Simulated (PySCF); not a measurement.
# NaBe⁻: energy against distance

Set-up: Na def2-SVPD, Be def2-SVPD; no relativity (PySCF 2.14). Energies in eV from Na⁻ + Be in their ground configurations at the same level. State: ¹Σ⁺ (singlet), closed shell.

```
R (Å)  RHF-CCSD(T)
2.957      -0.0468
3.089      -0.0792
3.187      -0.0938
3.286      -0.1025
3.385      -0.1071
3.516      -0.1090
3.680      -0.1073
3.877      -0.1026
```

Problem. Put a parabola through the three lowest points of the RHF-CCSD(T) curve and estimate Re, k and ωe (reduced mass 6.474 u; 1 eV/Å² = 0.16022 mdyn/Å; ωe = 1302.8·√(k/μ) cm⁻¹).

Solution. Through R = 3.385, 3.516, 3.68 Å the second-order coefficient is 0.0843 eV/Å², so Re ≈ 3.537 Å, k ≈ 0.0270 mdyn/Å and ωe ≈ 84 cm⁻¹. A polynomial fit of higher order to the unrounded RHF-CCSD(T) energies gives Re = 3.520 Å, k = 0.0265 mdyn/Å, ωe = 83.4 cm⁻¹; anharmonicity and rounding make the difference.

The higher-order fit for each curve: RHF-CCSD(T): Re = 3.520 Å, ωe = 83.4 cm⁻¹, De = 0.109 eV.

Correlated steps freeze 1 core orbital. The bond is weak. Basis-set superposition, not corrected here, can be much of De in a small basis, most of all at correlated wavefunction levels. For an ion De counts to the pair picked by the measured ionisation energies or electron affinities, which need not be the lowest pair at this level.
